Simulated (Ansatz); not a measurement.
Molecule: sum formula CrOH, net charge 0, sextet state. The spin state was set by rule; other spins were not relaxed. SMILES: [OH][Cr]
Coordinates optimised at B3LYP-D3(BJ)/def2-TZVP (Ansatz, a first-principles code):
```
O
H 1 0.9627
Cr 1 1.8307 2 120.08
```
Charge 0, spin multiplicity 6.

Quantity: atomisation energy (electronic, to ground-state atoms), in kcal/mol. Cores are frozen in the correlated levels unless marked. Open shells are spin-unrestricted. Spin-orbit coupling is left out. The frozen core is the preceding noble-gas configuration, with the filled d and f shells of earlier blocks. No relativistic terms. The coupled-cluster limit lacks core correlation, which all-electron functionals hold. Basis-set limits of correlation are two-point, X^-3; Hartree-Fock from the larger set.

```csv
level,program,atomisation energy (kcal/mol)
HF/6-31G*,Ansatz,132.7
HF/def2-TZVPP,Ansatz,116.6
PBE0-D3(BJ)/def2-TZVPD,Ansatz + dftd3,184.7
MP2/def2-TZVPP,Ansatz,185.1
RI-MP2/def2-TZVPPD,Ansatz,186.7
SCS-MP2/def2-QZVPPD,Ansatz,202.3
```

Q: What does CCSD(T)/CBS(def2-TZVPPD,def2-QZVPPD) (Ansatz) give?

A: 192.5 kcal/mol
